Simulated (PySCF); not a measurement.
C2H4NO, charge -1, singlet, geometry from GFN2-xTB (in this run its highest filled SCF level lies above zero, so its values depend strongly on the basis, on diffuse functions most of all); PBE/def2-SV(P) (PySCF).

PySCF was given this input:
```python
from pyscf import gto, scf, dft

mol = gto.Mole()
mol.atom = '''
    O     0.32110613    1.27946334    0.38290945
    C    -0.07152129    0.13590853    0.02919906
    N     0.98097901   -0.77888988   -0.45034161
    C    -1.32792987   -0.37556948    0.02513769
    H     0.80110933   -1.73036322   -0.14616487
    H    -1.53323136   -1.38272268   -0.31366156
    H    -2.17708968    0.23305976    0.29417115
    H     1.87021653   -0.46548576   -0.07124953
'''
mol.basis = 'def2-sv(p)'
mol.charge = -1
mol.verbose = 4
mol.build()

mf = dft.RKS(mol)
mf.xc = 'pbe'
mf.grids.level = 0
mf.kernel()
mf.analyze()
```

The log (banner, timings and long lists left out):

```
PySCF version 2.14.0

[INPUT] verbose = 4
[INPUT] num. atoms = 8
[INPUT] num. electrons = 32
[INPUT] charge = -1
[INPUT] spin (= nelec alpha-beta = 2S) = 0
[INPUT] symmetry False subgroup None
[INPUT] Mole.unit = angstrom
[INPUT] Symbol           X                Y                Z      unit          X                Y                Z       unit  Magmom
[INPUT]  1 O      0.321106130000   1.279463340000   0.382909450000 AA    0.606802642619   2.417835299021   0.723593991008 Bohr   0.0
[INPUT]  2 C     -0.071521290000   0.135908530000   0.029199060000 AA   -0.135155650176   0.256829899692   0.055178226495 Bohr   0.0
[INPUT]  3 N      0.980979010000  -0.778889880000  -0.450341610000 AA    1.853781662847  -1.471888554395  -0.851022305396 Bohr   0.0
[INPUT]  4 C     -1.327929870000  -0.375569480000   0.025137690000 AA   -2.509423766929  -0.709723457945   0.047503349504 Bohr   0.0
[INPUT]  5 H      0.801109330000  -1.730363220000  -0.146164870000 AA    1.513877229534  -3.269912581821  -0.276211573333 Bohr   0.0
[INPUT]  6 H     -1.533231360000  -1.382722680000  -0.313661560000 AA   -2.897387355994  -2.612967171425  -0.592734444204 Bohr   0.0
[INPUT]  7 H     -2.177089680000   0.233059760000   0.294171150000 AA   -4.114103243817   0.440419117057   0.555902907248 Bohr   0.0
[INPUT]  8 H      1.870216530000  -0.465485760000  -0.071249530000 AA    3.534197035334  -0.879640601285  -0.134642098204 Bohr   0.0

nuclear repulsion = 113.369003799575
number of shells = 32
number of NR pGTOs = 112
number of NR cGTOs = 64
basis = def2-sv(p)
ecp = {}

******** <class 'pyscf.dft.rks.RKS'> ********
method = RKS
initial guess = minao
damping factor = 0
level_shift factor = 0
DIIS = <class 'pyscf.scf.diis.CDIIS'>
diis_start_cycle = 1
diis_space = 8
diis_damp = 0
SCF conv_tol = 1e-09
SCF conv_tol_grad = None
SCF max_cycles = 50
direct_scf = True
direct_scf_tol = 1e-13
XC library pyscf.dft.libxc version 7.1.2
    S. Lehtola, C. Steigemann, M. J. T. Oliveira, and M. A. L. Marques,  SoftwareX 7, 1–5 (2018)
XC functionals = pbe
    J. P. Perdew, K. Burke, and M. Ernzerhof,  Phys. Rev. Lett. 77, 3865 (1996)
    J. P. Perdew, K. Burke, and M. Ernzerhof,  Phys. Rev. Lett. 78, 1396 (1997)
    J. P. Perdew, K. Burke, and M. Ernzerhof,  Phys. Rev. Lett. 77, 3865 (1996)
    J. P. Perdew, K. Burke, and M. Ernzerhof,  Phys. Rev. Lett. 78, 1396 (1997)
radial grids:
    Treutler-Ahlrichs [JCP 102, 346 (1995); DOI:10.1063/1.469408] (M4) radial grids

becke partition: Becke, JCP 88, 2547 (1988); DOI:10.1063/1.454033
pruning grids: <function nwchem_prune>
grids dens level: 0
symmetrized grids: False
atomic radii adjust function: <function treutler_atomic_radii_adjust>
small_rho_cutoff = 0
Set gradient conv threshold to 3.16228e-05
Initial guess from minao.
tot grids = 6800
init E= -208.412408423656
  HOMO = -0.257926850331644  LUMO = -0.0393664442704966  gap/eV = 5.94733
cycle= 1 E= -207.884403153208  delta_E= 0.528  |g|= 1.02  |ddm|= 2.98
  HOMO = 0.249216562554218  LUMO = 0.280103578103563  gap/eV = 0.84048
cycle= 2 E= -205.158062092932  delta_E= 2.73  |g|= 2.94  |ddm|= 10.2
  HOMO = 0.117914642287099  LUMO = 0.255082987130118  gap/eV = 3.73254
cycle= 3 E= -207.955708790174  delta_E= -2.8  |g|= 0.81  |ddm|= 9.99
  HOMO = 0.0626175900514392  LUMO = 0.228419404418677  gap/eV = 4.51170
cycle= 4 E= -208.115056367115  delta_E= -0.159  |g|= 0.17  |ddm|= 0.993
  HOMO = 0.087095226895836  LUMO = 0.211860937093335  gap/eV = 3.39505
cycle= 5 E= -208.120355288689  delta_E= -0.0053  |g|= 0.109  |ddm|= 0.396
  HOMO = 0.0873178509944288  LUMO = 0.218475844445121  gap/eV = 3.56899
cycle= 6 E= -208.123194469626  delta_E= -0.00284  |g|= 0.0432  |ddm|= 0.18
  HOMO = 0.0884517387430419  LUMO = 0.218979511270807  gap/eV = 3.55184
cycle= 7 E= -208.123643893964  delta_E= -0.000449  |g|= 0.00797  |ddm|= 0.0559
  HOMO = 0.0875016675481679  LUMO = 0.219028723001432  gap/eV = 3.57903
cycle= 8 E= -208.123658070446  delta_E= -1.42e-05  |g|= 0.00272  |ddm|= 0.0122
  HOMO = 0.0876923074173526  LUMO = 0.218934207665249  gap/eV = 3.57127
cycle= 9 E= -208.123659814234  delta_E= -1.74e-06  |g|= 0.000442  |ddm|= 0.00321
  HOMO = 0.0876725210337339  LUMO = 0.218920752492613  gap/eV = 3.57145
cycle= 10 E= -208.123659859818  delta_E= -4.56e-08  |g|= 9.36e-05  |ddm|= 0.000617
  HOMO = 0.0876754096567054  LUMO = 0.218920354825288  gap/eV = 3.57136
cycle= 11 E= -208.123659862161  delta_E= -2.34e-09  |g|= 7.47e-06  |ddm|= 0.000205
  HOMO = 0.0876760229119897  LUMO = 0.218920453326294  gap/eV = 3.57134
cycle= 12 E= -208.123659862175  delta_E= -1.39e-11  |g|= 2.07e-06  |ddm|= 1.83e-05
  HOMO = 0.0876755887491423  LUMO = 0.218920617939753  gap/eV = 3.57136
Extra cycle  E= -208.123659862172  delta_E= 2.73e-12  |g|= 2.9e-06  |ddm|= 9.88e-06
converged SCF energy = -208.123659862172
**** SCF Summaries ****
Total Energy =                        -208.123659862172417
Nuclear Repulsion Energy =             113.369003799575140
One-electron Energy =                 -515.317203279159912
Two-electron Energy =                  193.824539617412370
Two-electron Coulomb Energy =          221.630035128572189
DFT Exchange-Correlation Energy =      -27.805495511159826
HOMO-LUMO gap [eV] =                     3.571359152511886
**** MO energy ****
MO #1   energy= -18.4425420698801  occ= 2
MO #2   energy= -13.7530981283473  occ= 2
MO #3   energy= -9.7057789715484   occ= 2
MO #4   energy= -9.59912432691521  occ= 2
MO #5   energy= -0.651357824784127 occ= 2
MO #6   energy= -0.556494107058832 occ= 2
MO #7   energy= -0.393653750449078 occ= 2
MO #8   energy= -0.249560784090029 occ= 2
MO #9   energy= -0.230462005797194 occ= 2
MO #10  energy= -0.16978572119676  occ= 2
MO #11  energy= -0.114861753897089 occ= 2
MO #12  energy= -0.0995628512668736 occ= 2
MO #13  energy= -0.0843870370432809 occ= 2
MO #14  energy= 0.00792493871673683 occ= 2
MO #15  energy= 0.0529675013247641 occ= 2
MO #16  energy= 0.0876755887491423 occ= 2
MO #17  energy= 0.218920617939753  occ= 0
MO #18  energy= 0.271399210757742  occ= 0
MO #19  energy= 0.284006479972482  occ= 0
MO #20  energy= 0.299083150459557  occ= 0
MO #21  energy= 0.314509589088222  occ= 0
MO #22  energy= 0.444242867579429  occ= 0
MO #23  energy= 0.467045323097918  occ= 0
MO #24  energy= 0.535936662200779  occ= 0
 ** Mulliken pop on meta-lowdin orthogonal AOs  **
 ** Mulliken pop  **
 ** Mulliken atomic charges  **
charge of    0O =     -0.63237
charge of    1C =      0.28924
charge of    2N =     -0.47839
charge of    3C =     -0.56939
charge of    4H =      0.15545
charge of    5H =      0.03444
charge of    6H =      0.04997
charge of    7H =      0.15105

WARN: System has nonzero charge -1; the dipole moment is origin-dependent.
Location of origin: [0. 0. 0.]

Dipole moment(X, Y, Z, Debye):  1.75493, -2.40166,  0.20393
```
